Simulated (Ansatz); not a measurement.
System: sum formula CrO2H2, charge 0, multiplicity 5. The spin state was set by rule; other spins were not relaxed. SMILES: [Cr]([OH])[OH]
Coordinates optimised at B3LYP-D3(BJ)/def2-TZVP (Ansatz, a program for electronic structure):
```xyz
5

Cr     0.1395    -0.0061     0.1713
O      1.1856     0.1576    -1.2959
H      1.3759     0.9365    -1.8246
O     -1.5010    -0.2976     0.8766
H     -2.2019     0.3303     1.0686
```
Charge 0, spin multiplicity 5.

Computed values are from Ansatz. Correlated levels leave the core frozen unless marked. Open shells are spin-unrestricted. No spin-orbit coupling. The frozen core is the preceding noble-gas configuration, with the filled d and f shells of earlier blocks. Non-relativistic. Basis-set limits of correlation are two-point, X^-3; Hartree-Fock from the larger set. [CCSD(T)-MP2]/basis is that difference in the basis named.

```yaml
atomisation energy De: 1675.8 kJ/mol at RI-MP2/CBS(def2-TZVPPD,def2-QZVPPD)+[CCSD(T)-MP2]/def2-TZVPPD
total_energy: -1195.1178 Eh at RI-MP2/CBS(def2-TZVPPD,def2-QZVPPD)+[CCSD(T)-MP2]/def2-TZVPPD
dipole_moment: 2.26 D at CCSD(T)/def2-SVPD
T1 diagnostic: 0.030 at CCSD/def2-TZVPPD
```
